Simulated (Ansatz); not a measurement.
```yaml
crystal:
  periodic: [false, false, false]
  atoms:
    - {symbol: O, position_ang: [1.201160, -0.327848, -0.341689]}
    - {symbol: Ga, position_ang: [-0.424646, -0.919119, 0.122943]}
    - {symbol: Cl, position_ang: [-1.965070, 0.552477, 0.555222]}
    - {symbol: H, position_ang: [1.244055, 0.634292, -0.356775]}
basis:
  gaussian: {orbitals: cc-pVDZ}
magnetization: {spin_polarized: true, initial_magnetization: 1}
hamiltonian: {xc: {name: wB97X-D}}
accuracy: high
output: {forces: true}
```

```sh
$ ansatz run in.yaml --threads 2 --pin off --events-out ev --progress --plain --max-ram 32768MiB --backend cpu
```

Shortened log:

```
Error: YAML parse error: error: line 11 column 19: hamiltonian.xc: no functional is named "wB97X-D"; the names, which are not case-sensitive, are SVWN5, SPW92, PBE, PBE0, PBEsol, revPBE, revPBE0, RPBE, rPW86-PBE, HSE06, wPBEh, LC-wPBE, HISS, HF, BLYP, B3LYP, B3LYP5, BHLYP, CAM-B3LYP, r2SCAN, r2SCANh, r2SCAN0, r2SCAN50, m-r2SCAN, B97, wB97, wB97X, wB97X-V, B97M-V, wB97M-V, B2PLYP, B2GP-PLYP, PBE0-DH, PBE-QIDH
 9 |   gaussian: {orbitals: cc-pVDZ}
10 | magnetization: {spin_polarized: true, initial_magnetization: 1}
11 | hamiltonian: {xc: {name: wB97X-D}}
12 | accuracy: high
13 | output: {forces: true}
```

Task: What is wrong with this run?

Result: The method's name isn't one that the program takes here. The program refused the input.

HSE06 is defined as in plane-wave codes.
